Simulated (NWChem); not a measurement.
System: Si₂H₃O₂Cl; SMILES [SiH]1(O[SiH2]O1)Cl

Excerpt of the output:

```
             Northwest Computational Chemistry Package (NWChem) 7.3.0
             --------------------------------------------------------

                             Geometry "geometry" -> ""
                             -------------------------

 Output coordinates in angstroms (scale by  1.889725989 to convert to a.u.)

  No.       Tag          Charge          X              Y              Z
 ---- ---------------- ---------- -------------- -------------- --------------
    1 Cl                  17.0000    -0.34135400     2.14258200     0.00000000
    2 Si                  14.0000     0.67685900     0.37154400     0.00000000
    3 O                    8.0000     0.15415200    -0.69783200    -1.19319500
    4 Si                  14.0000    -0.38937500    -1.78343300     0.00000000
    5 O                    8.0000     0.15415200    -0.69783200     1.19319500
    6 H                    1.0000     2.12235500     0.66607900     0.00000000
    7 H                    1.0000     0.34670400    -3.07256000     0.00000000
    8 H                    1.0000    -1.85925100    -1.98885400     0.00000000

 Effective nuclear repulsion energy (a.u.)     375.3962328040

  xc_inp: hfexch multiplicative factor not found.
                              NWChem Property Module
                              ----------------------

  itol2e modified to match energy
  convergence criterion.

                                 NWChem DFT Module
                                 -----------------

 Summary of "ao basis" -> "ao basis" (spherical)
 ------------------------------------------------------------------------------
       Tag                 Description            Shells   Functions and Types
 ---------------- ------------------------------  ------  ---------------------
 Cl                          6-31g*                  8       18   4s3p1d
 Si                          6-31g*                  8       18   4s3p1d
 O                           6-31g*                  6       14   3s2p1d
 H                           6-31g*                  2        2   2s

  itol2e modified to match energy
  convergence criterion.

[...]

          -----------------------
          Electric field gradient
          -----------------------

 1 a.u. = 0.324123 10**(16) esu/cm**3  ( or statvolts/cm**2 ) = 0.97174 10**(22) v/m**2

 ------------------------------------------------------------
   Atom      X         Y         Z
 ------------------------------------------------------------
    1 Cl  -0.64507   4.04889   0.00000
 ------------------------------------------------------------

 Electric field gradient in molecular frame (a.u.)
         XX             YY             ZZ             XY             XZ             YZ
 ------------------------------------------------------------------------------------------
        0.307251      -1.187685       0.880433       1.276289       0.000000       0.000000

 Principal components (a.u.) and orientation
 of principal axis w.r.t. absolute frame                      Asymmetry parameter eta
 --------------------------------------------------------------------------------------
       -1.919278       1.038845       0.880433                       0.082537

       -0.497309       0.867573      -0.000000
        0.867573       0.497309      -0.000000
        0.000000       0.000000       1.000000

 ------------------------------------------------------------
   Atom      X         Y         Z
 ------------------------------------------------------------
    2 Si   1.27908   0.70212   0.00000
 ------------------------------------------------------------

 Electric field gradient in molecular frame (a.u.)
         XX             YY             ZZ             XY             XZ             YZ
 ------------------------------------------------------------------------------------------
        0.435281      -0.022334      -0.412947       0.299261      -0.000000       0.000000

 Principal components (a.u.) and orientation
 of principal axis w.r.t. absolute frame                      Asymmetry parameter eta
 --------------------------------------------------------------------------------------
        0.583183      -0.412947      -0.170236                       0.416182

        0.896489       0.000000      -0.443066
        0.443066       0.000000       0.896489
        0.000000       1.000000       0.000000

 ------------------------------------------------------------
   Atom      X         Y         Z
 ------------------------------------------------------------
    3 O    0.29131  -1.31871  -2.25481
 ------------------------------------------------------------

 Electric field gradient in molecular frame (a.u.)
         XX             YY             ZZ             XY             XZ             YZ
 ------------------------------------------------------------------------------------------
        0.374813      -0.541045       0.166232      -0.573223       0.012102      -0.029208

 Principal components (a.u.) and orientation
 of principal axis w.r.t. absolute frame                      Asymmetry parameter eta
 --------------------------------------------------------------------------------------
       -0.817246       0.651707       0.165539                       0.594885

        0.433090       0.899790      -0.053014
        0.901096      -0.433617       0.001729
        0.021432       0.048519       0.998592

 ------------------------------------------------------------
   Atom      X         Y         Z
 ------------------------------------------------------------
    4 Si  -0.73581  -3.37020   0.00000
 ------------------------------------------------------------

[...]
```

Level: Hartree-Fock/6-31G* (spherical d). All runs use the structure optimised with PBE0/def2-SVP. NWChem prints the field gradient with the sign opposite to the second derivative of the potential.

Question: Write an input that gives this output.

Answer: One answer among several that fit: the input that was run:
```
start job
memory heap 200 mb stack 900 mb global 1100 mb
geometry units angstroms noautosym nocenter noautoz
  Cl    -0.341354     2.142582     0.000000
  Si     0.676859     0.371544     0.000000
  O      0.154152    -0.697832    -1.193195
  Si    -0.389375    -1.783433     0.000000
  O      0.154152    -0.697832     1.193195
  H      2.122355     0.666079     0.000000
  H      0.346704    -3.072560     0.000000
  H     -1.859251    -1.988854     0.000000
end
basis spherical
  Cl library 6-31g*
  Si library 6-31g*
  O library 6-31g*
  H library 6-31g*
end
dft
  xc hfexch
  iterations 150
end
property
  efieldgrad
end
task dft property
```
